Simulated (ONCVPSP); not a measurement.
## Transferability test, ONCV potential for P

ONCVPSP 4.0.1 input, shortened (lines: element, Z, core and valence counts, functional; n l f; lmax; l rc ep ncon nbas qcut; lloc lpopt rc5 dvloc0; l nproj debl; icmod fcfact rcfact), PBE, scalar-relativistic:

```
  P 15.00    3    2        4      upf
    1    0    2.00
    2    0    2.00
    2    1    6.00
    3    0    2.00
    3    1    3.00
    1
    0    1.75    0.00    5    9    3.60
    1    1.75    0.00    3    8    5.30
    4    5    1.55    2.00
    0    2    1.40
    1    1    0.30
    2    0.50    0.85
```

Energies are relative to the spin-unpolarised reference configuration 3s2 3p3; without spin polarisation the order of configurations can differ from experiment.

```tsv
valence configuration	charge	ΔE all-electron (eV)	error AE − PS (meV)
3s2 3p2	+1	9.730	+2.4
3s2 3p0	+3	58.616	+68
3s0 3p5	0	17.200	-12
```

Q: What are ΔE and the potential's error for 3s2 3p1?

A: ΔE = 28.877 eV all-electron; the error (AE − PS) is +19 meV.

Levels in the configuration 3s0 3p5:

```
level  all-electron (eV)  pseudo (eV)
   3p             -6.592       -6.587
```
